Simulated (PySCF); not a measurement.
CH6Cl2OSi2.

```xyz
12

C      1.9949    -1.3490    -0.3865
Si     0.5750    -0.2465     0.0493
Cl     1.0355     1.7361    -0.3531
Cl     0.1362    -0.3876     2.0696
O     -0.7629    -0.6509    -0.8084
Si    -2.3140    -0.1108    -1.1383
H      1.7368    -2.3969    -0.1688
H      2.8878    -1.0764     0.1954
H      2.2280    -1.2561    -1.4585
H     -2.8311     0.6815     0.0113
H     -2.2924     0.7319    -2.3642
H     -3.1690    -1.3055    -1.3619
```

Geometry optimised at B3LYP-D3(BJ)/def2-SVP. The values are those of a single conformer.

All values below come from PBE/pcSseg-1 run with PySCF. Non-relativistic, no solvent.

Problem. Give the absolute GIAO shielding of each atom: isotropic value and principal components (ppm). (The exact figures need the calculation; the answer reports its results.)

Solution. 
| atom | σ(iso) | σ11 | σ22 | σ33 | span |
|---|---|---|---|---|---|
| C1 | 172.3 | 163.2 | 165.0 | 188.6 | 25.4 |
| Si2 | 325.7 | 302.0 | 315.6 | 359.4 | 57.4 |
| Cl3 | 795.6 | 672.8 | 732.4 | 981.6 | 308.8 |
| Cl4 | 799.4 | 663.6 | 750.5 | 984.2 | 320.7 |
| O5 | 244.4 | 181.4 | 270.0 | 281.8 | 100.4 |
| Si6 | 371.3 | 324.8 | 339.7 | 449.5 | 124.6 |
| H7 | 30.5 | 26.4 | 28.1 | 36.9 | 10.6 |
| H8 | 30.6 | 26.7 | 28.5 | 36.5 | 9.7 |
| H9 | 30.5 | 26.3 | 28.2 | 37.0 | 10.6 |
| H10 | 25.9 | 22.2 | 24.9 | 30.5 | 8.3 |
| H11 | 26.0 | 22.4 | 24.5 | 31.2 | 8.8 |
| H12 | 26.2 | 22.7 | 24.3 | 31.6 | 8.9 |
